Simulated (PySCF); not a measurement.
An element was calculated at UHF (PySCF 2.14, ECP, a triple-zeta basis, no spin-orbit coupling), in the ground configurations that NIST lists.

* first ionisation energy: 6.312 eV
* second ionisation energy: 16.108 eV
* third ionisation energy: 29.303 eV

Task: Which element is it?

Result: Rhodium (Rh, Z = 45), in cc-pVTZ-PP with ECP28MDF. NIST lists 7.459, 18.08, 31.06 eV for these ionisation energies.
